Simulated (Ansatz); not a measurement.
Mg5Si3⁻. Charge -1, multiplicity 2. Geometry r2SCAN-D4/def2-SVPD; atoms count from 1.

```
atom    x (Å)    y (Å)    z (Å)
 Mg1  -0.4975  -1.1718  -1.6301
 Mg2  -1.3253   2.2558  -1.2460
 Mg3  -2.3843   0.0811   0.4722
 Mg4   2.1477  -0.8436  -0.1163
 Mg5  -0.3571  -2.0935   1.0884
 Si6   1.0321   1.0367  -1.5560
 Si7   1.1774  -0.2860   2.3136
 Si8   0.2069   1.0212   0.6742
```

Another isomer (doublet) lies 0.30 eV lower at PBE0-D4/def2-TZVPD; other spin states weren't run for this one.

Estimate the Mulliken populations from the PBE0/def2-TZVPD orbitals of Ansatz.


```
atom  charge (e)  spin (α − β)
 Mg1        0.12          0.04
 Mg2        0.07          0.35
 Mg3        0.05          0.03
 Mg4        0.29          0.08
 Mg5       -0.15         -0.05
 Si6       -0.74          0.19
 Si7       -0.65          0.27
 Si8        0.01          0.08
```
Mulliken values depend strongly on the basis. With diffuse functions, as here, like atoms can get unlike values, and bond orders can come out too low or too high.

Where does the spin sit?

Summed by element: Mg 0.46, Si 0.54, of 1 unpaired in all. Largest on single atoms: Mg2 0.35, Si7 0.27, Si6 0.19.

And the Mayer bond orders between heavy atoms (over 0.3)?

Mg1–Mg3 0.39 (3.09 Å); Mg1–Mg5 0.55 (2.87 Å); Mg1–Si6 0.53 (2.69 Å); Mg2–Mg3 0.44 (2.97 Å); Mg2–Si6 0.67 (2.67 Å); Mg2–Si8 0.47 (2.75 Å); Mg3–Mg5 0.42 (3.04 Å); Mg4–Mg5 0.34 (3.05 Å); Mg4–Si6 0.56 (2.62 Å); Mg4–Si7 0.61 (2.68 Å); Mg5–Si7 0.72 (2.67 Å); Si6–Si8 0.77 (2.38 Å); Si7–Si8 0.94 (2.31 Å).
